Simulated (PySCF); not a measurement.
# Electron correlation in Al (aluminium, neutral)

[Ne] 3s2 3p1, 2P determinant. Calculation: PySCF 2.14, in cc-pVDZ-DK; the spin-free X2C one-electron Hamiltonian (Gaussian nucleus). Frozen: [Ne]; 3 electrons correlated.

MP2 pair energies summed by pair of shells (mhartree):

```csv
pair,energy,share (%)
3s-3s,-18.29,59.9
3s-3p,-12.26,40.1
```

Total MP2 correlation energy: -30.55 mhartree.

Same-spin part -2.11 and opposite-spin part -28.44 mhartree; SCS-MP2 scales them by 1/3 and 6/5 to -34.83 mhartree.

```tsv
level	correlation energy (mhartree)
CCSD	-47.01
(T)	-0.68
CCSD(T)	-47.69
```

Diagnostics: T1 = 0.014, D1 = 0.0334, largest double amplitude 0.106.

Task: Is a single reference adequate?

Result: Mostly. T1 lies below 0.03, but a double amplitude of this size points to a near-degeneracy that CCSD handles and MP2 describes poorly.
